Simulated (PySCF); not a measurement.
Dipole response of Co (cobalt, neutral)

[Ar] 3d6 4s2 4p1, one real determinant (an excited configuration). All numbers are calculated (PySCF 2.14, scalar relativity by spin-free X2C-1e, in aug-cc-pwCVTZ-DK with one added diffuse shell each of s, p, d, f, g type (11s10p8d5f4g, 152 functions)). Coupled (time-dependent) response in atomic units; α is the mean over directions.

```json
{"method": "UHF", "mean α (bohr³)": "70.24", "α xx, yy, zz": "58.88, 58.88, 92.96", "C₆ (like pair)": "715.4", "S(−4)": "2414"}
```

S(−4) is the Cauchy moment in α(ω) = α(0) + S(−4) ω² + …

α(iu) at UHF:

| u (hartree) | α(iu) (bohr³) |
| --- | --- |
| 0 | 70.24 |
| 0.0500 | 64.84 |
| 0.100 | 53.55 |
| 0.200 | 33.35 |
| 0.300 | 21.43 |
| 0.500 | 10.79 |
| 0.750 | 6.001 |
| 1.00 | 3.969 |
| 1.50 | 2.259 |
| 2.00 | 1.530 |
| 3.00 | 0.8788 |
| 5.00 | 0.4190 |

The components differ because the open shell of this determinant is not spherical; for a pure term their mean is the scalar polarisability.

⟨L²⟩ = 8.53 against 12 for a pure F term, so this real determinant mixes terms.
